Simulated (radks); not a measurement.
Results of a calculation; reference values are marked as such.
All-electron atom: K2+ in [He] 2s2 2p5 3s2 3p5 3d1 (not the ground configuration).

Level of theory: non-relativistic Kohn-Sham, PBE, spin-polarised, spherical densities, point nucleus; open shells are filled with parallel spins first (a radial shooting solver on a logarithmic mesh with Libxc functionals).

Energy parts (eV):
part                      energy
total                 -15982.728
kinetic                15966.861
electron-nucleus      -37330.442
Hartree                 6234.678
exchange-correlation    -853.825

Orbitals (lengths in bohr, moments of r in powers of bohr; <r^-3> diverges for s and p1/2; r(max) is where P^2 peaks):
orbital  occ.  eigenvalue (eV)   r(max)   <1/r>  <r^-3>      <r>
1s up       1        -3579.780  0.05352   18.54       -  0.08152
1s down     1        -3576.968  0.05350   18.55       -  0.08147
2s up       1        -404.5628   0.3162   3.849       -   0.3822
2s down     1        -399.5045   0.3167   3.837       -   0.3831
2p up       3        -337.6290   0.2585   3.780   160.7   0.3410
2p down     2        -331.8227   0.2593   3.768   159.7   0.3423
3s up       1         -62.2556    1.025   1.184       -    1.181
3s down     1         -59.6065    1.030   1.175       -    1.190
3p up       3         -44.9693    1.063   1.079   18.43    1.264
3p down     2         -42.4089    1.071   1.066   18.03    1.281
3d up       1         -19.1345    1.133  0.8196   1.418    1.578
3d down     0         -17.0660    1.160  0.7908   1.307    1.649

The highest occupied level is 3d up at -19.134 eV. The density falls to 0.001 e/bohr^3 at r = 3.18 bohr.
